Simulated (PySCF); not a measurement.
Species: [Mo(NMe)(SH)4]-, CH7MoNS4 (charge -1 and doublet state).
Cartesian coordinates in Å at the PBE0-D3(BJ)/def2-SVP level; atoms count from 1:
```
atom  x, y, z in Å
Mo1    0.006   -0.008   -0.769
N2    -0.004   -0.003    0.931
C3    -0.018    0.011    2.333
H4    -0.959   -0.417    2.728
H5     0.822   -0.580    2.745
H6     0.072    1.043    2.722
S7     2.231   -0.701   -1.457
H8     2.897    0.439   -1.154
S9     0.697    2.212   -1.470
H10   -0.448    2.878   -1.187
S11   -2.209    0.678   -1.493
H12   -2.880   -0.467   -1.221
S13   -0.681   -2.227   -1.484
H14    0.454   -2.901   -1.181
```

Computed with PBE0-D3(BJ)/def2-SVP geometry optimisation, gas phase, def2 core potentials past Kr in PySCF.

(1) Which atoms are bound to Mo1, and at what distances?

(2) List the angles at Mo1.

(3) What is the shape at Mo1?

(4) What are the other bond lengths?

(5) Give some angles away from the centre.

Results:

(1) 5 atoms: N2 1.700 Å, S9 2.429 Å, S7 2.430 Å, S11 2.430 Å, S13 2.430 Å. The nearest atom not counted as bound is H8, at 2.95 Å (others tie with it).

(2) 
| angle | degrees | distance of the outer atoms (Å) |
| --- | --- | --- |
| S7–Mo1–S11 | 146.2 | 4.65 |
| S9–Mo1–S13 | 146.1 | 4.65 |
| N2–Mo1–S13 | 107.2 | 3.35 |
| N2–Mo1–S11 | 107.0 | 3.35 |
| N2–Mo1–S7 | 106.8 | 3.34 |
| N2–Mo1–S9 | 106.7 | 3.34 |
| S7–Mo1–S9 | 85.3 | 3.29 |
| S7–Mo1–S13 | 85.2 | 3.29 |
| S9–Mo1–S11 | 85.1 | 3.29 |
| S11–Mo1–S13 | 85.0 | 3.28 |

(3) Square pyramidal: τ5 = (β − α)/60° = 0.00 from the two widest angles, 146.2° and 146.1° (0 for a square pyramid, 1 for a trigonal bipyramid).

(4) N2–C3 1.403 Å; C3–H4, C3–H5, C3–H6 1.106 Å; S7–H8 and 3 like bonds 1.354 Å.

(5) Mo1–N2–C3 179.6°.

Charge -1, doublet. ⟨S²⟩ = 0.762 (exact for a doublet: 0.75). The geometry's basis has no diffuse functions, a weakness for an anion. Stationary, but not proved a minimum.
